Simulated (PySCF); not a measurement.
Relaxation of triplet CuH₃

Level of theory: UPBE0/[Cu def2-TZVP, H def2-TZVP], no relativity, density fitting, PySCF. A (50,194) grid was used.

A hand-made T-shaped start, of C2v symmetry, held to at least that symmetry:

```xyz
4
charge 0 multiplicity 3, angstrom
Cu    0.0000    0.0000   -0.0235
H     0.0000    0.0000    1.4165
H     1.4391    0.0000    0.0268
H    -1.4391    0.0000    0.0268
```

**Question.** What forces act on the atoms at the start (eV/Å)?

**Answer.** 
| atom | Fx | Fy | Fz |
| --- | --- | --- | --- |
| Cu1 | 0.00 | 0.00 | -1.70 |
| H2 | 0.00 | 0.00 | 1.95 |
| H3 | 1.88 | 0.00 | -0.13 |
| H4 | -1.88 | 0.00 | -0.13 |

**Question.** What does it relax to?

**Answer.** It ends at D3h with Cu–H 1.560 Å (×3); H–Cu–H 120.0° (×3). A frequency run shows 1 imaginary mode, down to 284i cm⁻¹, so it is a saddle point. Other isomers or separated fragments may lie lower.

**Question.** How much energy is released, and in how many steps?

**Answer.** 109.8 kJ/mol in 12 steps.

Open d and f shells are described by one determinant, and the ground state may have another occupation or spin. At this level a singlet minimum of C2v symmetry lies 282 kJ/mol below this structure.
